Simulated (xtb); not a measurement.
C3H10B3O3 (SMILES CB1OB(C)[OH+]B(C)O1), charge +1, singlet, geometry from GFN2-xTB. Base run: xtb with GFN0-xTB.

Input for xtb:
```
$ xtb mol.xyz --gfn 0 --chrg 1 --json

# file mol.xyz
19

C      1.55017480     2.52376653     0.43186327
B      0.74441431     1.20639358     0.21146577
O     -0.63297883     1.19769932     0.08470926
B     -1.40764061     0.15281059    -0.10721144
C     -2.96598204     0.14797066    -0.23653381
O     -0.69256398    -1.12749516    -0.19046388
B      0.76911319    -1.19419293    -0.06915601
C      1.46627084    -2.58911906    -0.18322750
O      1.35348684    -0.03089726     0.11833668
H      1.62532102     3.08286401    -0.50051865
H      2.56270630     2.34106553     0.77664846
H      1.05399689     3.19003835     1.13286680
H     -3.43049075     0.35078071     0.72812695
H     -3.30896210     0.94805819    -0.88868509
H     -3.38149943    -0.78580665    -0.60502846
H     -1.19421256    -1.94211873    -0.32808476
H      0.78690927    -3.43516332    -0.12737374
H      2.22242057    -2.71480915     0.58851612
H      2.00804252    -2.67012884    -1.12522737
```

Variants of this job, named by their change:

```csv
change,ΔE vs base (kJ/mol),HOMO-LUMO gap (eV)
base,0.00,5.15
etemp = 10000,[?],5.15
acc = 0.1,0.00,5.15
etemp = 5000,-0.63,5.15
etemp = 1000,0.00,5.15
etemp = 10,0.00,5.15
```

Task: Fill in the missing entries.

Result: 
- etemp = 10000, ΔE vs base (kJ/mol): -43.6
